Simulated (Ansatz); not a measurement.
Stepwise reaction of `[SH][InH2]` with water, as a gas-phase model of exchange steps in deposition or etching. ΔE in kJ/mol.

Computed with Ansatz on PBE0-D4/def2-TZVP structures; ΔE is electronic, products minus reactants. CBS: MP2 limit from def2 TZ/QZ plus the TZ coupled-cluster correction, frozen cores. This one scheme is used for every species. DFT in def2-TZVPP. B3LYP here is the variant with VWN-RPA as its local correlation; programs differ in this. Elements past krypton have def2 core potentials. For In outer-core shells are correlated without core-valence functions, which leaves a few kJ/mol of doubt a bond. One conformer a species, not always the lowest.

| step | reaction | PBE-D4 | B3LYP-D4 | ωB97M-V | CCSD(T)/CBS |
| --- | --- | --- | --- | --- | --- |
| 1 | `[SH][InH2]` + H₂O → `[OH][InH][SH]` + H₂ | -13.5 | -12.2 | -8.5 | -16.0 |

**Question.** Give the row of step 2, `[OH][InH][SH]` + H₂O → `[OH][In]([OH])[SH]` + H₂. (An estimate is asked.)

**Answer.** The calculation gave: 
```json
{"step": "2", "reaction": "`[OH][InH][SH]` + H₂O → `[OH][In]([OH])[SH]` + H₂", "PBE-D4": "-1.5", "B3LYP-D4": "-0.8", "ωB97M-V": "3.1", "CCSD(T)/CBS": "-3.5"}
```

**Question.** By hand: ΔE of the 2 steps together at CCSD(T)/CBS.

**Answer.** (-16.0) + (-3.5) = -19.5 kJ/mol, or -9.8 kJ/mol a step.

In ΔE each step is higher than the one before. PBE-D4 differs from CCSD(T)/CBS by 2.0 to 2.5 kJ/mol a step. Isolated molecules leave out the surface, adducts and barriers. Largest T1 diagnostic: 0.016.
